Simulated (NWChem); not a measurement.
System: SiBr$_{4}$; SMILES Br[Si](Br)(Br)Br

Here is an NWChem input.

```
start job
memory heap 200 mb stack 900 mb global 1100 mb
geometry units angstroms noautoz
  Br    -1.812068    -1.251787     0.070247
  Si    -0.000015     0.000003     0.000012
  Br     1.782866    -1.292432    -0.080487
  Br     0.089869     1.263990     1.802707
  Br    -0.060693     1.280218    -1.792441
end
basis spherical
  * library 3-21g
end
dft
  xc b3lyp
  iterations 150
  mulliken
end
task dft energy
```

NWChem printed, in part:

```
             Northwest Computational Chemistry Package (NWChem) 7.3.0
             --------------------------------------------------------

 C1  symmetry detected

                             Geometry "geometry" -> ""
                             -------------------------

 Output coordinates in angstroms (scale by  1.889725989 to convert to a.u.)

  No.       Tag          Charge          X              Y              Z
 ---- ---------------- ---------- -------------- -------------- --------------
    1 Br                  35.0000     0.18159695     0.28988614    -2.17679843
    2 Si                  14.0000     0.00001022    -0.00000003    -0.00000274
    3 Br                  35.0000    -1.85257194     0.95432331     0.71605542
    4 Br                  35.0000     1.73351218     0.91171878     1.00954731
    5 Br                  35.0000    -0.06254129    -2.15592821     0.45119680

 Effective nuclear repulsion energy (a.u.)    1551.6017387356

                                 NWChem DFT Module
                                 -----------------

 Summary of "ao basis" -> "ao basis" (spherical)
 ------------------------------------------------------------------------------
       Tag                 Description            Shells   Functions and Types
 ---------------- ------------------------------  ------  ---------------------
 Br                          3-21g                  10       22   5s4p1d
 Si                          3-21g                   7       13   4s3p

            General Information
            -------------------
          SCF calculation type: DFT
          Wavefunction type:  closed shell.
          No. of atoms     :     5
          No. of electrons :   154
           Alpha electrons :    77
            Beta electrons :    77
          Charge           :     0
          Spin multiplicity:     1
          Use of symmetry is: off; symmetry adaption is: off
          Maximum number of iterations: 150
          AO basis - number of functions:   101
                     number of shells:    47
          Convergence on energy requested:  1.00D-06
          Convergence on density requested:  1.00D-05
          Convergence on gradient requested:  5.00D-04

              XC Information
              --------------
                         B3LYP Method XC Potential
                     Hartree-Fock (Exact) Exchange  0.200
                        Slater Exchange Functional  0.800 local
                    Becke 1988 Exchange Functional  0.720 non-local
              Lee-Yang-Parr Correlation Functional  0.810
                  VWN I RPA Correlation Functional  0.190 local

             Grid Information
             ----------------
          Grid used for XC integration:  medium
          Radial quadrature: Mura-Knowles
          Angular quadrature: Lebedev.
          Tag              B.-S. Rad. Rad. Pts. Rad. Cut. Ang. Pts.
          ---              ---------- --------- --------- ---------
          Br                  1.15      112          10.0       590
          Si                  1.10       88           8.0       590
          Grid pruning is: on
          Number of quadrature shells:   536
          Spatial weights used:  Erf1

      Superposition of Atomic Density Guess
      -------------------------------------

 Sum of atomic energies:      -10527.50343490

      Non-variational initial energy
      ------------------------------

 Total energy =  -10528.722841
 1-e energy   =  -17780.880959
 2-e energy   =    5700.556378
 HOMO         =      -0.363494
 LUMO         =       0.025014

     ---------------------------------------------
      Total Density - Mulliken Population Analysis
     ---------------------------------------------

    Atom       Charge   Shell Charges
 -----------   ------   -------------------------------------------------------
    1 Br  35    35.38   2.00  2.00  5.99  2.00  5.97  0.76  2.38  1.22  3.06 10.00
    2 Si  14    12.48   2.00  1.97  5.85  0.62  1.03  0.42  0.59
    3 Br  35    35.38   2.00  2.00  5.99  2.00  5.97  0.76  2.38  1.22  3.06 10.00
    4 Br  35    35.38   2.00  2.00  5.99  2.00  5.97  0.76  2.38  1.22  3.06 10.00
    5 Br  35    35.38   2.00  2.00  5.99  2.00  5.97  0.76  2.38  1.22  3.06 10.00

   convergence    iter        energy       DeltaE   RMS-Dens  Diis-err
 ---------------- ----- ----------------- --------- --------- ---------
 d= 0,ls=0.0,diis     1 -10535.1158944561 -1.21D+04  2.43D-02  1.00D+00
 d= 0,ls=0.0,diis     2 -10535.0482103728  6.77D-02  1.52D-02  1.18D+00
 d= 0,ls=0.0,diis     3 -10535.2649261221 -2.17D-01  2.21D-03  3.41D-02
 d= 0,ls=0.0,diis     4 -10535.2707329809 -5.81D-03  3.67D-04  8.52D-04
 d= 0,ls=0.0,diis     5 -10535.2708528894 -1.20D-04  1.91D-05  2.55D-06
 d= 0,ls=0.0,diis     6 -10535.2708532160 -3.27D-07  2.44D-06  3.07D-08

         Total DFT energy =   -10535.270853215992
      One electron energy =   -17780.349351410376
           Coulomb energy =     6080.244937012444
    Exchange-Corr. energy =     -386.768177553637
 Nuclear repulsion energy =     1551.601738735576

 Numeric. integr. density =      154.000000650020

                       DFT Final Molecular Orbital Analysis
                       ------------------------------------

 Vector   75  Occ=2.000000D+00  E=-3.037114D-01
              MO Center=  6.1D-01, -7.5D-02, -3.1D-01, r^2= 5.9D+00
   Bfn.  Coefficient  Atom+Function         Bfn.  Coefficient  Atom+Function
  ----- ------------  ---------------      ----- ------------  ---------------
    74      0.306248  4 Br pz                70      0.279390  4 Br pz
    96     -0.277976  5 Br pz                16      0.268635  1 Br py
    92     -0.253597  5 Br pz                15      0.248664  1 Br px
    12      0.245074  1 Br py                11      0.226855  1 Br px
    66     -0.186516  4 Br pz                73     -0.174953  4 Br py

[...]
```

Level: B3LYP/3-21G. Coordinates come from a PBE0/def2-SVP optimisation.
